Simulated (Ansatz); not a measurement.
Coupled-cluster run, BrH3OSn, SMILES `[OH][SnH2][Br]`.

```yaml
crystal:
  periodic: [false, false, false]
  atoms:
    - {symbol: O, position_ang: [-1.483542, -0.348609, -0.301413]}
    - {symbol: Sn, position_ang: [0.264917, 0.377498, 0.179450]}
    - {symbol: Br, position_ang: [1.773204, -1.551321, 0.571818]}
    - {symbol: H, position_ang: [-1.448340, -0.994976, -1.010750]}
    - {symbol: H, position_ang: [0.926582, 1.252097, -1.122381]}
    - {symbol: H, position_ang: [0.009178, 1.201211, 1.637075]}
basis:
  gaussian: {orbitals: def2-SVP}
correlation: {method: ccsd_t}
```

```sh
$ ansatz run in.yaml --threads 2 --pin off --events-out ev --progress --plain
```

Log, shortened:

```
Functional definition: HF
928 factors; integrals over basis functions are off by at most 6.3e-4 eV
mean field evaluation 1: about -77877.1379 eV, gradient 3.6e1 eV
mean field evaluation 2: about -77877.1969 eV, gradient 3.6e1 eV
mean field evaluation 4: about -77880.0044 eV, gradient 2.1e0 eV
mean field evaluation 8: about -77880.0275 eV, gradient 1.9e-1 eV
mean field -77880.02765545 eV, -2862.0382273589 hartree, gradient 1.7e-6 eV, S^2 0.000000; 0 other end points of the search recorded, 0 dependent functions left out
14 core orbitals not correlated: weight in the atoms' cores, before any rotation towards them, 1.000 or more for the frozen orbitals, at most 0.000 for the correlated occupied ones
reference -77880.02765545 eV, -2862.0382273589 hartree; 20, 20 occupied and 53, 53 virtual orbitals, 928 factors
second order -14.54299855 eV of doubles, -0.00000000 eV of singles
cycle   1  -14.67375826 eV  change   -1.3e-1 eV  update   8.7e-2
cycle   2  -15.02315455 eV  change   -3.5e-1 eV  update   2.7e-2
cycle   3  -15.11127668 eV  change   -8.8e-2 eV  update   1.5e-2
cycle   4  -15.10242139 eV  change    8.9e-3 eV  update   3.3e-3
cycle   5  -15.10166138 eV  change    7.6e-4 eV  update   1.5e-3
cycle   6  -15.10215705 eV  change   -5.0e-4 eV  update   4.9e-4
cycle   7  -15.10190436 eV  change    2.5e-4 eV  update   1.9e-4
cycle   8  -15.10186824 eV  change    3.6e-5 eV  update   5.5e-5
cycle   9  -15.10189283 eV  change   -2.5e-5 eV  update   2.0e-5
perturbative correction -0.33651211 eV, -0.0123665920 hartree
Total energy: -77895.46606039 eV, -2862.6055782760 hartree
```

Run time 6 s (2 threads of a server CPU on a shared host); peak host memory 0.31 GiB.

Correlation energy per correlated electron: -0.386 eV. T1 diagnostic: 0.0092.
